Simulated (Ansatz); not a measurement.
`[F][Ti]([F])([F])[Cl]` + NH₃ → `[NH2][Ti]([F])([F])[F]` + HCl at 400 K and 1 bar (ligand exchange at a Ti–Cl bond).

Calculated with Ansatz (gas phase, PBE0-D4/def2-TZVP geometries, no zero-point term in ΔE). CCSD(T)/CBS adds triple-zeta CCSD(T) − MP2 to the extrapolated MP2 energy (def2 sets, frozen cores). This one scheme is used for every species. For Ti outer-core shells are correlated without core-valence functions, which leaves a few kJ/mol of doubt a bond. Scalar relativity is left out up to krypton. One conformer a species, not always the lowest.

```
                 species  CCSD(T)/CBS energy (Eh)  H − E (kJ/mol)  S (J/(mol·K))
 `[F][Ti]([F])([F])[Cl]`              -1608.34854            50.7          355.9
                     NH₃                -56.50880           104.2          203.1
`[NH2][Ti]([F])([F])[F]`              -1204.44931           115.4          390.0
                     HCl               -460.38127            29.6          195.4
```

H − E and S are ideal-gas, rigid-rotor, harmonic terms from PBE0-D4/def2-TZVP, for one conformer and one mirror image of each species. 1 Eh = 2625.50 kJ/mol, R = 8.31446 J/(mol·K).

Q: By hand: ΔE, ΔH, ΔS and ΔG.

A: ΔE = (-1204.44931) + (-460.38127) − (-1608.34854) − (-56.50880) = 0.02676 Eh = 70.3 kJ/mol. Δ(H − E) = 115.4 + 29.6 − 50.7 − 104.2 = -9.9, so ΔH = 60.4 kJ/mol. ΔS = 390.0 + 195.4 − 355.9 − 203.1 = 26.4 J/(mol·K). ΔG = 60.4 − 400 × (26.4)/1000 = 49.8 kJ/mol.

Q: By hand: the equilibrium constant, and the temperature at which ΔG would vanish if ΔH and ΔS stayed fixed.

A: log₁₀ K = −ΔG/(RT ln 10) = -6.5. ΔG = 0 at ΔH/ΔS = 2288 K.

ΔH outweighs TΔS. A doubt of 5 kJ/mol in ΔE shifts log₁₀ K by 0.7 here. Other conformers and mirror images would add mixing entropy, several J/(mol·K) or more a flexible species. Modes under 60 cm⁻¹, often nearly free rotors, make the harmonic entropy too high. These are equilibria of isolated gas molecules and say nothing of rates. Largest T1 diagnostic: 0.024 (customary marks: 0.02 for closed shells, 0.045 for open ones).
